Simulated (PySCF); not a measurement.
Spectrum to structure. Method used: TDDFT CAM-B3LYP/def2-SVPD, vertical, gas phase, core orbitals frozen in the response (PySCF). Geometries: GFN2-xTB, one conformer each.

```tsv
state	E (eV)	λ (nm)	f
S1	3.60	344.0	0.0001
S2	3.71	334.6	0.0002
S3	4.26	290.7	0.091
S4	4.75	261.2	0.0003
S5	6.12	202.7	0.0078
S6	6.32	196.2	1.149
S7	6.49	191.0	0.275
S8	6.92	179.1	0.474
```

Triplets computed (Tamm–Dancoff): 3.08, 3.13, 3.36 eV.

Orbital energies (eV): HOMO-3 -11.17, HOMO-2 -9.69, HOMO-1 -9.18, HOMO -9.09, LUMO -1.71, LUMO+1 -0.46, LUMO+2 0.95.

Task: Which structure fits? All have the formula C6H6OSi.
A. `O=CC#CC1=CC[SiH2]1`
B. `C[SiH2]C#CC#CC=O`
C. `CC#C[Si@@H]1C=CC1=O`

Result: B. Its S1 lies at 3.60 eV; the nearest of the others has S1 at 3.88 eV. S1 is HOMO→LUMO (92%). Löwdin shares by element: HOMO carbon 86% or more; LUMO carbon 49% or more, oxygen 20% (atoms not listed hold the other 31%). At the same level the other candidates give, for their lowest levels:
- `O=CC#CC1=CC[SiH2]1`: 3.88 eV (f 0.000); 4.14 eV (f 0.012); 4.93 eV (f 0.040); 5.32 eV (f 0.026); 6.09 eV (f 0.932); T1 3.26 eV; HOMO -8.53, LUMO -0.90 eV
- `CC#C[Si@@H]1C=CC1=O`: 3.23 eV (f 0.002); 5.34 eV (f 0.032); 5.40 eV (f 0.005); 5.72 eV (f 0.038); 5.92 eV (f 0.010); T1 2.74 eV; HOMO -7.97, LUMO -0.56 eV
